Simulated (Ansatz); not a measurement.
CH2O (SMILES C=O), charge 0, multiplicity 1, relaxed at each level with Ansatz (a quantum-chemistry and plane-wave program); harmonic frequencies from differences of analytic forces, average atomic masses, frozen cores.

| level | C1–O2 (Å) | C1–H3 (Å) | C1–H4 (Å) | O2–C1–H3 (°) | O2–C1–H4 (°) | H3–C1–H4 (°) | dipole (D) |
|---|---|---|---|---|---|---|---|
| HF/def2-TZVPP | 1.1774 | 1.0928 | 1.0928 | 122.0 | 122.0 | 116.0 | 2.68 |
| PBE/def2-TZVPP | 1.2081 | 1.1179 | 1.1179 | 122.1 | 122.1 | 115.8 | 2.16 |
| r2SCAN/def2-TZVPP | 1.1995 | 1.1102 | 1.1102 | 122.0 | 122.0 | 115.9 | 2.25 |
| B3LYP/def2-TZVPP | 1.1989 | 1.1065 | 1.1065 | 122.0 | 122.0 | 115.9 | 2.33 |
| PBE0/def2-TZVPP | 1.1954 | 1.1078 | 1.1078 | 122.0 | 122.0 | 116.0 | 2.31 |
| wB97X-V/def2-TZVPP | 1.1994 | 1.1070 | 1.1070 | 121.8 | 121.8 | 116.3 | 2.39 |
| MP2/cc-pVTZ | 1.2105 | 1.1005 | 1.1005 | 121.9 | 121.9 | 116.2 | 2.27 |
| CCSD(T)/cc-pVDZ | 1.2156 | 1.1199 | 1.1199 | 122.4 | 122.4 | 115.2 | 2.09 |
| CCSD(T)/cc-pVTZ | 1.2096 | 1.1033 | 1.1033 | 121.9 | 121.9 | 116.2 | 2.27 |

Measured: equilibrium bond lengths O-C 1.2047, C-H 1.1003 Å [Piccardo et al., J. Phys. Chem. A 119, 2058 (2015), semi-experimental]; equilibrium angles H-C-O 121.65 ° [Piccardo et al., J. Phys. Chem. A 119, 2058 (2015), semi-experimental].
